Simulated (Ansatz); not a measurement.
## C6H12O3 (propylene glycol methyl ether acetate (PGMEA)): the energy, rung by rung

C6H12O3 has 21 atoms, charge 0, and is taken as a singlet. As SMILES, `COCC(C)OC(C)=O`. Geometry: optimised at r2SCAN/def2-SVP. This is one conformer, not always the lowest.

```xyz
21

C    -1.7224   -2.4798    1.8361
O    -1.2826   -1.8717    0.6516
C    -0.5529   -0.6965    0.8797
C    -0.1275   -0.1368   -0.4674
C     0.7709   -1.0726   -1.2497
O     0.5661    1.0910   -0.1503
C     0.5965    2.0412   -1.1118
C     1.3724    3.2410   -0.6426
O     0.0725    1.9187   -2.1925
H    -2.3910   -1.8133    2.4182
H    -2.2807   -3.3856    1.5605
H    -0.8746   -2.7686    2.4905
H    -1.1621    0.0617    1.4166
H     0.3481   -0.8941    1.5021
H    -1.0213    0.1119   -1.0634
H     1.7034   -1.2625   -0.6940
H     1.0145   -0.6415   -2.2310
H     0.2516   -2.0300   -1.4003
H     0.9815    3.5937    0.3230
H     1.3137    4.0359   -1.3948
H     2.4238    2.9578   -0.4803
```

Quantity: the dissociation energy of the C7–O6 bond into doublet C2H3O and doublet C4H9O2 (shapes relaxed at r2SCAN/def2-SVP, no zero-point term), in eV. The values are calculated.

```
             level                    kind  program  value (eV)  CPU time (all runs)
       HF/def2-SVP            Hartree–Fock   Ansatz        3.29                 23 s
     BLYP/def2-SVP                     GGA   Ansatz        4.15                 24 s
   r2SCAN/def2-SVP                meta-GGA   Ansatz        4.44                 53 s
CAM-B3LYP/def2-SVP  range-separated hybrid   Ansatz        4.50                 44 s
  wB97M-V/def2-SVP  range-separated hybrid   Ansatz        4.74              2.1 min
   B2PLYP/def2-SVP           double hybrid   Ansatz        4.46                 51 s
  RPA@PBE/def2-SVP                     RPA   Ansatz        4.31                 51 s
      MP2/def2-SVP     perturbation theory   Ansatz        4.87                 35 s
```

The values span 3.29 to 4.87 eV. Hartree–Fock misses the correlation of the electron pair that is broken and comes out low. Measured bond enthalpies also hold zero-point and thermal terms, a few tenths of an eV less. Times are those of the runs behind each value, whatever else they computed, on shared processors of several kinds: orders of magnitude only.
